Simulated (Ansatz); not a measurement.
`CC(C)(C)I` and `CCCC(C)(C)C` differ in one atom or group.

Ansatz, PBE0-D4/def2-TZVP geometries, multiplicity 1. Each molecule was computed in one conformer, which needn't be the lowest.

Elements past krypton have def2 core potentials.

| property | `CC(C)(C)I` |
| --- | --- |
| HOMO–LUMO gap (B3LYP/def2-TZVPP) / eV | 5.80 |
| size of the dipole moment (ωB97M-V/def2-TZVPP) / D | 2.31 |
| HOMO–LUMO gap (ωB97M-V/def2-TZVPP) / eV | 10.39 |
| LUMO energy (PBE0/def2-TZVPP) / eV | -0.81 |
| HOMO energy (ωB97M-V/def2-TZVPP) / eV | -9.27 |
| HOMO–LUMO gap (PBE0/def2-TZVPP) / eV | 6.27 |

Give the same properties after the change, and the shifts. (Best estimate.)

The calculation gave: 
```json
{"property": "HOMO–LUMO gap (B3LYP/def2-TZVPP) / eV", "`CCCC(C)(C)C`": "9.11", "shift": "3.31"}
{"property": "size of the dipole moment (ωB97M-V/def2-TZVPP) / D", "`CCCC(C)(C)C`": "0.07", "shift": "-2.24"}
{"property": "HOMO–LUMO gap (ωB97M-V/def2-TZVPP) / eV", "`CCCC(C)(C)C`": "13.30", "shift": "2.91"}
{"property": "LUMO energy (PBE0/def2-TZVPP) / eV", "`CCCC(C)(C)C`": "1.04", "shift": "1.85"}
{"property": "HOMO energy (ωB97M-V/def2-TZVPP) / eV", "`CCCC(C)(C)C`": "-10.86", "shift": "-1.59"}
{"property": "HOMO–LUMO gap (PBE0/def2-TZVPP) / eV", "`CCCC(C)(C)C`": "9.62", "shift": "3.35"}
```

With PBE0 the HOMO falls by 1.49 eV and the LUMO rises by 1.85 eV, so the gap widens by about 3.34 eV. PBE moves the HOMO by -1.30 eV and ωB97M-V by -1.59 eV. Dipoles are sizes alone; their direction can turn.

B3LYP here is the variant with VWN-RPA as its local correlation; programs differ in this.

Spin–orbit coupling is left out; it splits and shifts lone-pair levels of the heavy atoms by tenths of an eV.
